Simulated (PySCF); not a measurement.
Compound: spiro[2.4]heptane, C₇H₁₂.
InChI=1S/C7H12/c1-2-4-7(3-1)5-6-7/h1-6H2

The closed-shell ground state was solved at several levels (PySCF, density fitting, gas phase, non-relativistic). The structure is a single GFN2-xTB conformer in the gas phase; no vibrational or solvent corrections.

| level | basis functions | total energy (Eh) | HOMO (eV) | LUMO (eV) | gap (eV) | dipole (D) |
| --- | --- | --- | --- | --- | --- | --- |
| B3LYP/pcJ-1 | 309 | -273.9605 | -7.28 | 1.28 | 8.56 | 0.25 |
| PBE0/pcSseg-1 | 179 | -273.5726 | -7.51 | 1.56 | 9.07 | 0.25 |

Task: What might B3LYP/def2-SVPD (236 basis functions) give for the same quantities?

Result: Total energy -273.7619 Eh, HOMO -7.30 eV, LUMO 0.56 eV, gap 7.86 eV, dipole 0.23 D.

Task: Over all these levels, which gives the widest orbital gap and which the narrowest?

Result: PBE0/pcSseg-1 (global hybrid, 25 % exact exchange) has the widest, 9.07 eV, and B3LYP/def2-SVPD (global hybrid, 20 % exact exchange) the narrowest, 7.86 eV. Functional and basis both differ between the two, so the spread mixes both effects.

Task: How far do the dipole and the HOMO energy spread over the levels?

Result: The dipole runs from 0.23 to 0.25 D (mean 0.24 D) and the HOMO from -7.51 to -7.28 eV.
